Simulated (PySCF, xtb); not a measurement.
Si(H)(I)(OH)2 (H₃IO₂Si), SMILES O[SiH](O)I.

GFN2-xTB (xtb) at its own geometry gives an orbital gap of 6.09 eV and a dipole moment of 6.26 D.

Geometry optimised at PBE0-D3(BJ)/def2-SVP. The def2 effective core potentials stand for the cores of I; spin–orbit coupling is left out. The values are those of a single conformer.

Question: What does B3LYP/def2-TZVP (PySCF) give? (An estimate is asked for; the answer gives what the named calculation found.)

Answer: gap 7.14 eV (levels -7.45 and -0.31 eV), dipole 1.91 D.
